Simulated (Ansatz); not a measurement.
Input for Ansatz (an electronic-structure program): R-B97M-V/def2-TZVPPD on N2 (SMILES N#N). Files ending in .json are basis or fitting sets from the Basis Set Exchange.

Ansatz 0.2 input:
```yaml
crystal:
  periodic: [false, false, false]
  atoms:
    - {symbol: N, position_ang: [-0.14951255, 0.12532483, -0.21558440]}
    - {symbol: N, position_ang: [0.21958874, -0.61510117, -0.92604463]}
basis:
  gaussian:
    orbitals: def2-TZVPPD.json
hamiltonian:
  xc: {name: B97M-V}
scf: {lower_state_search: off}
```

It printed:

```
WARN ansatz: RAYON_NUM_THREADS=2 ignored (pool sized by the plan → 2); use --threads N
Functional definition: B97M-V
these checks for a lower state are left out or cut short: stability, starts, cluster_reference, orbital_swaps, neighbouring_geometries, increment
integrals: 0.01 GiB planned
358 factors; their error is unknown
mean field: 0.15 GiB planned
mean field evaluation 1: about -2979.7692 eV, gradient 2.6e1 eV
mean field evaluation 2: about -2980.3037 eV, gradient 2.0e1 eV
mean field evaluation 4: about -2981.1317 eV, gradient 6.9e-2 eV
mean field evaluation 8: about -2981.1276 eV, gradient 2.4e-4 eV
mean field -2981.12761705 eV, -109.5544192456 hartree, gradient 1.1e-6 eV, S^2 0.000000; 0 other end points of the search recorded, 0 dependent functions left out
reference -2981.12765187 eV, -109.5544205252 hartree; 7, 7 occupied and 67, 67 virtual orbitals, 358 factors
Total energy: -2981.12765187 eV, -109.5544205252 hartree
Checks for a lower state left out: stability, starts, cluster_reference, orbital_swaps, neighbouring_geometries, increment
```

Self-consistency was reached.

Cost: very roughly 1.0 core-seconds.
